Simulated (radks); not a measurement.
Values are calculated unless marked as measured or tabulated.
Q: Valence configurations of Ce III (all share [Xe]). Level of theory: Dirac Kohn-Sham, PBEsol, spin-unpolarised, spherical densities, point nucleus; open shells are shared between the two j in proportion to 2j + 1 (a radial shooting solver on a logarithmic mesh with Libxc functionals). Order these by energy: 5d1 6p1; 4f1 6p1; 4f1.5 6p0.5; 4f1 5d1; 4f2; 4f0.5 5d0.5 6p1; 4f1.5 6s0.5; 4f0.5 6p1.5; 5d1 6s1; 4f1 6s1.

A: From the lowest, in eV above it: 4f2 0.000; 4f1.5 6s0.5 0.703; 4f1 5d1 1.417; 4f1.5 6p0.5 2.523; 4f1 6s1 2.846; 4f1 6p1 6.696; 5d1 6s1 9.442; 4f0.5 5d0.5 6p1 9.512; 4f0.5 6p1.5 12.790; 5d1 6p1 13.548. NIST lists [Xe] 4f2 as the ground configuration; this level of theory agrees among the configurations tried. The energies are those of spherical spin-averaged densities, not of single terms.
